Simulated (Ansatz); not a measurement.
`OB[TeH]` + CH₃NH₂ → `NCB[TeH]` + H₂O  (formal exchange of groups at a B–O bond)

Calculated with Ansatz (gas phase, PBE0-D4/def2-TZVP geometries, no zero-point term in ΔE). CCSD(T)/CBS is the MP2 limit (def2-TZVPP, def2-QZVPP) plus CCSD(T) − MP2 in def2-TZVPP, frozen cores. This one scheme is used for every species. DFT in def2-TZVPP. B3LYP here is the variant with VWN-RPA as its local correlation; programs differ in this. def2 core potentials past Kr. For Te outer-core shells are correlated without core-valence functions, which leaves a few kJ/mol of doubt a bond. One conformer a species, not always the lowest.

| level | ΔE (kJ/mol) |
| --- | --- |
| B3LYP-D4 | 123.0 |
| PBE0 | 120.0 |
| HF/def2-TZVPP | 134.9 |
| CCSD(T)/def2-TZVPP | 117.4 |
| HF/def2-QZVPP | 134.8 |
| MP2/def2-QZVPP | 114.4 |
| MP2/CBS(def2) | 112.4 |
| CCSD/CBS(def2) | 114.3 |

What does CCSD(T)/CBS give? (An estimate is asked.)

Ansatz gave: +112.6 kJ/mol. The listed levels differ from it by 10.4, 7.4, 22.3, 4.8, 22.2, 1.8, -0.2, 1.7 kJ/mol.

Largest T1 diagnostic among the species: 0.013.

The D4 term adds −6.4 kJ/mol with B3LYP and −3.7 kJ/mol with PBE0; it sums over pairs of atoms, weighted by their polarisabilities, and B3LYP, whose exchange is more repulsive, gets the larger term. In def2-TZVPP, CCSD(T) changes the Hartree–Fock value by −17.5 kJ/mol (the triples alone add −1.7 kJ/mol) and MP2 by −17.7 kJ/mol.
